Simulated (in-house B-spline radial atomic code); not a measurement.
Configurations of Al7+, with energies counted from [He] 2s2 2p2. All numbers are computed (Dirac-Hartree-Fock, average of configuration; Fermi nucleus of rms radius 3.061 fm) with a radial B-spline atomic code at the basis-set limit, not measured. Energies include first-order Breit, QED and recoil terms.

Occupations are held fixed; configurations that lie above the ionisation limit could autoionise.

```csv
configuration,E - E(ref) (eV),highest orbital,its <r> (bohr)
[He] 2s2 2p1 4d1,225.84,4d5/2,2.534
[He] 2s2 2p1 4f1,227.34,4f7/2,2.241
[He] 2s2 2p1 5d1,246.21,5d5/2,4.201
[He] 2s2 2p1 5g1,247.03,5g9/2,3.437
[He] 2s1 2p2 4f1,254.46,4f7/2,2.241
[He] 2s2 2p1 6s1,255.15,6s1/2,6.118
[He] 2s2 2p1 6g1,257.67,6g9/2,5.499
[He] 2s1 2p2 5d1,273.36,5d5/2,4.207
[He] 2s1 2p2 6f1,284.74,6f7/2,5.984
```

Order these further configurations by energy, lowest first.
A. [He] 2s1 2p2 5g1
B. [He] 2s1 2p2 6d1
C. [He] 2s1 2p2 3d1
D. [He] 2s1 2p3
E. [He] 2s2 2p1 4s1

D (33.086 eV), C (208.81 eV), E (218.41 eV), A (274.14 eV), B (284.33 eV).

How far above the reference does [He] 2s2 2p1 3s1 lie?

162 eV; its least bound orbital is 3s1/2 with <r> = 1.378 bohr.

How far above the reference does [He] 2s2 2p1 5s1 lie?

242.57 eV; its least bound orbital is 5s1/2 with <r> = 4.163 bohr.

How far above the reference does [He] 2s1 2p2 6g1 lie?

284.79 eV; its least bound orbital is 6g9/2 with <r> = 5.499 bohr.
